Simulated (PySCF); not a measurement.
Cl2Mg, SMILES [Mg-]([Cl])[Cl], charge -1, multiplicity 2.

Geometry optimised at B3LYP-D3(BJ)/def2-TZVPD.

Method: PySCF with PBE/def2-TZVPD.

 A positive occupied level means that this level leaves the electron formally unbound; only the finite basis holds it.

The total energy comes out as -1120.19903 hartree. The point group is C2v. The α spin, highest occupied and lowest empty level is 0.55 and 2.51 eV. The β spin, highest occupied and lowest empty level is -2.44 and 1.72 eV. The dipole moment about the centre of nuclear charge is 0.92 D and the mean static polarisability comes out as 132.0 bohr³ (19.57 Å³). The polarisability, principal values is 128.2, 133.0, 134.9 bohr³ and the ⟨S²⟩ is 0.751 (pure state 0.75).
